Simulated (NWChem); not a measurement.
**A calculation on F3In**

```xyz
4

In     0.0000     0.0000     0.0000
F      0.0000     0.0000     1.9351
F     -1.6757     0.0000    -0.9677
F      1.6757     0.0000    -0.9677
```
Charge 0, spin multiplicity 1.

The numbers come from NWChem runs, not from measurements. Structure: optimised with PBE0/def2-SVP with def2 effective core potentials on In, a minimum by its harmonic frequencies.

Symmetry labels belong to the abelian group C2v used in the runs, with the axes of the coordinates shown; states degenerate in a higher group split over its labels.

Effective core potentials replace the inner electrons of In; spin-orbit coupling is left out. The structure started from a generated list of species.

Question: List the lowest 6 singlet excitations that TD-PBE/def2-SVP with def2 effective core potentials on In gives, with oscillator strengths.

Answer: 
```
state  symmetry  energy (eV)  wavelength (nm)      f
-----  --------  -----------  ---------------  -----
1            b1         4.71              263  0.000
2            a2         4.77              260  0.000
3            b2         4.77              260  0.000
4            a1         4.85              256  0.026
5            b1         4.85              256  0.026
6            b2         5.39              230  0.043
```
